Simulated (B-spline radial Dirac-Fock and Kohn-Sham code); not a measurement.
## Elastic and transport cross sections of neon for positrons

Level of theory: relativistic (Dirac) partial waves in the static field of the Dirac-Fock atom, without polarisation or absorption potentials; a radial atomic solver. Below a few hundred eV the neglected polarisation potential matters, most of all at small angles. σ_tr1 and σ_tr2 weight the cross section with 1 − P₁ and 1 − P₂ of cos θ; "backward" is the share scattered beyond 90°.

```
energy (eV)  σ (a₀²)  σ_tr1 (a₀²)  σ_tr2 (a₀²)  σ/σ_tr1  backward (%)
        146     3.33         1.09         1.86     3.04           9.2
        164     3.20         1.00         1.72     3.19           8.6
        279        ?            ?            ?        ?             ?
        400     2.25        0.460        0.869     4.89           4.6
        501     2.03        0.365        0.707     5.55           3.8
       1050     1.36        0.154        0.323     8.86           1.9
       1530     1.08       0.0935        0.203     11.5           1.3
       2540    0.758       0.0454        0.102     16.7          0.80
       2550    0.756       0.0451        0.102     16.7          0.80
       2830    0.699       0.0386       0.0876     18.1          0.72
       5900    0.390       0.0123       0.0289     31.8          0.35
      24400    0.112      0.00111      0.00277      102         0.082
      25000    0.110      0.00106      0.00266      104         0.080
      31100   0.0907     0.000723      0.00183      126         0.063
      53800   0.0566     0.000276     0.000712      205         0.033
     158000   0.0250     4.31e-05     0.000116      580        0.0083
```

Q: Fill in the row for 279 eV.

A: σ = 2.62 a₀², σ_tr1 = 0.646 a₀², σ_tr2 = 1.17 a₀², σ/σ_tr1 = 4.06, backward 6.1 %. The ratio σ/σ_tr1 is roughly the number of elastic collisions that randomise the direction.

Values without a named source are computed, but for edge energies of neutral atoms, which are taken from tables.
